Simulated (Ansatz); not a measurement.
Relaxation of FH7NW (10 atoms, charge 0, multiplicity 2), to a largest force component of 0.03 eV/Å in at most 50 steps.

Theory: Ansatz 0.2.0, UKS CAM-B3LYP-D4/def2-SVP.

```xyz
10
Properties=species:S:1:pos:R:3:forces:R:3
W -0.018 -0.028 1.024 0.76 0.40 0.92
F -1.394 -1.099 1.729 -0.66 -0.50 -0.44
H 1.448 -0.750 0.525 -0.17 -0.08 -0.16
H -0.208 1.632 0.657 -0.15 -0.15 0.22
H -0.974 -0.153 -0.501 0.38 -1.56 -0.54
H -0.527 -1.049 -0.332 -1.14 0.68 -0.96
H 0.511 0.500 -0.536 0.21 0.32 0.40
N 0.347 0.275 2.906 1.07 1.59 2.11
H 0.139 -0.488 3.599 0.19 1.01 -0.74
H 0.676 1.159 3.409 -0.49 -1.71 -0.81
```

Where does it end, and by what steps?

It converged. The force dipped under the threshold on the way, but the program's further checks kept it going. After 21 steps the energy has fallen by 1.445 eV; H9 moved furthest, 1.13 Å. Joined: H5–H6 (1.02 → 0.77 Å).

```json
{"step": "0", "energy less start (eV)": "0.0000", "largest force component (eV/Å)": "2.106", "accepted": "yes"}
{"step": "1", "energy less start (eV)": "-0.7712", "largest force component (eV/Å)": "1.125", "accepted": "yes"}
{"step": "2", "energy less start (eV)": "-1.0038", "largest force component (eV/Å)": "1.678", "accepted": "yes"}
{"step": "3", "energy less start (eV)": "-1.1628", "largest force component (eV/Å)": "1.726", "accepted": "yes"}
{"step": "4", "energy less start (eV)": "-1.3137", "largest force component (eV/Å)": "0.834", "accepted": "yes"}
{"step": "5", "energy less start (eV)": "-1.3753", "largest force component (eV/Å)": "0.848", "accepted": "yes"}
{"step": "6", "energy less start (eV)": "-1.3573", "largest force component (eV/Å)": "0.911", "accepted": "no"}
{"step": "7", "energy less start (eV)": "-1.4131", "largest force component (eV/Å)": "0.329", "accepted": "yes"}
{"step": "8", "energy less start (eV)": "-1.4265", "largest force component (eV/Å)": "0.142", "accepted": "yes"}
{"step": "9", "energy less start (eV)": "-1.4148", "largest force component (eV/Å)": "0.329", "accepted": "no"}
{"step": "10", "energy less start (eV)": "-1.4332", "largest force component (eV/Å)": "0.062", "accepted": "yes"}
{"step": "11", "energy less start (eV)": "-1.4352", "largest force component (eV/Å)": "0.044", "accepted": "yes"}
{"step": "12", "energy less start (eV)": "-1.4356", "largest force component (eV/Å)": "0.154", "accepted": "yes"}
{"step": "13", "energy less start (eV)": "-1.4014", "largest force component (eV/Å)": "1.133", "accepted": "no"}
{"step": "14", "energy less start (eV)": "-1.4375", "largest force component (eV/Å)": "0.137", "accepted": "yes"}
{"step": "15", "energy less start (eV)": "-1.4403", "largest force component (eV/Å)": "0.135", "accepted": "yes"}
{"step": "16", "energy less start (eV)": "-1.4386", "largest force component (eV/Å)": "0.394", "accepted": "no"}
{"step": "17", "energy less start (eV)": "-1.4415", "largest force component (eV/Å)": "0.083", "accepted": "yes"}
{"step": "18", "energy less start (eV)": "-1.4435", "largest force component (eV/Å)": "0.039", "accepted": "yes"}
{"step": "19", "energy less start (eV)": "-1.4449", "largest force component (eV/Å)": "0.017", "accepted": "yes"}
{"step": "20", "energy less start (eV)": "-1.4123", "largest force component (eV/Å)": "1.161", "accepted": "no"}
{"step": "21", "energy less start (eV)": "-1.4449", "largest force component (eV/Å)": "0.023", "accepted": "yes"}
```

```xyz
10
Properties=species:S:1:pos:R:3
W -0.205 -0.134 1.264
F -1.791 -1.162 1.385
H 1.190 -0.999 0.854
H -0.446 1.480 0.824
H -0.513 -0.363 -0.965
H -1.092 -0.841 -0.786
H 0.803 0.513 0.045
N 0.536 0.396 2.945
H 1.209 -0.153 3.481
H 0.309 1.264 3.431
```

Whether the end is a true minimum wasn't checked by a vibrational analysis.

Run time: 60 s on 4 threads of Arm Neoverse V2, with other jobs on the host, peak memory 0.3 GiB.
